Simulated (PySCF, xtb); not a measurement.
germanium monoxide (GeO), SMILES [O]=[Ge] (connectivity only; charge and spin as stated), neutral, multiplicity 1.

Harmonic wavenumbers (cm⁻¹) from GFN2-xTB in xtb 6.7.1 at its own minimum, in rising order: 964.

What does B3LYP-D3(BJ)/def2-TZVPD (PySCF 2.14.0) give at its own minimum? (Estimate from the structure and the level; the computed values follow.)

1001. Paired by order, the mean absolute difference is 37 cm⁻¹ and the zero-point energies are 1.4 and 1.4 kcal/mol.
